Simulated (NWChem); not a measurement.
System: HSe2Br; SMILES [SeH][Se]Br

```xyz
4

Se     0.9526    -0.0303     0.0055
Br    -0.4497     1.8609     0.0084
Se    -0.4705    -1.8282     0.0281
H     -0.6519    -1.9420    -1.4354
```
Atoms are numbered in this order, from 1.

All runs: NWChem. Geometry: optimised at PBE0/def2-SVP. B3LYP is NWChem's, with the RPA form of VWN correlation. Ions are spin-unrestricted doublets at the neutral geometry; other ion states weren't tried.

### Question
Order these by “−ε(HOMO) (eV)”, lowest first: LDA (Slater exchange, VWN5)/def2-SVP; BHandHLYP/def2-SVP; B3LYP/def2-SVP.

### Answer
LDA (Slater exchange, VWN5)/def2-SVP (5.73), B3LYP/def2-SVP (6.59), BHandHLYP/def2-SVP (7.94)
